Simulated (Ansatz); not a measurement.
Reaction (formal exchange of groups at a Ge–C bond): `C=[C](F)[GeH2][CH3]` + `[SiH3]Cl` → `[CH3][GeH2][SiH2]Cl` + `C=CF`

Isolated molecules relaxed with PBE0-D4/def2-TZVP in Ansatz; ΔE leaves out vibrations. CCSD(T)/CBS adds triple-zeta CCSD(T) − MP2 to the extrapolated MP2 energy (def2 sets, frozen cores). This one scheme is used for every species. DFT in def2-TZVPP. For Ge outer-core shells are correlated without core-valence functions, which leaves a few kJ/mol of doubt a bond. Scalar relativity is left out up to krypton. One conformer a species, not always the lowest.

CCSD(T)/CBS gives -6.9 kcal/mol.

(1) Another level gave -6.2 kcal/mol. Which?
A. PBE-D4/def2-TZVPP
B. r2SCAN/def2-TZVPP
C. SCS-MP2/def2-TZVPP
D. CCSD/def2-TZVPP

Largest T1 diagnostic among the species: 0.012.

Results:

(1) D. CCSD/def2-TZVPP -6.2, PBE-D4 -9.4, r2SCAN -7.9, SCS-MP2/def2-TZVPP -5.0 kcal/mol.
